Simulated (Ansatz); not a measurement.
CH3AuF3PS, one more setting.

```yaml
crystal:
  periodic: [false, false, false]
  atoms:
    - {symbol: C, position_ang: [0.341449, -1.850250, 1.262119]}
    - {symbol: S, position_ang: [1.903262, -0.323458, 0.679697]}
    - {symbol: Au, position_ang: [2.838719, -1.213772, -1.804340]}
    - {symbol: P, position_ang: [-0.761817, 2.668248, -0.613708]}
    - {symbol: F, position_ang: [-0.233394, 2.021003, -2.397018]}
    - {symbol: F, position_ang: [-2.166600, 3.911289, -1.240955]}
    - {symbol: F, position_ang: [-1.978396, 1.185763, -0.150775]}
    - {symbol: H, position_ang: [0.881810, -3.089581, 1.412169]}
    - {symbol: H, position_ang: [-0.131395, -1.428750, 2.472597]}
    - {symbol: H, position_ang: [-0.693613, -1.880504, 0.380226]}
basis:
  gaussian: {orbitals: LANL2DZ}
hamiltonian: {xc: {name: SVWN5}}
accuracy: high
```

```sh
$ ansatz run in.yaml --threads 2 --pin off --events-out ev --progress --plain --max-ram 32768MiB --backend cpu
```

Output, abridged:

```
Error: <dir> can't be read: No such file or directory (os error 2)
```
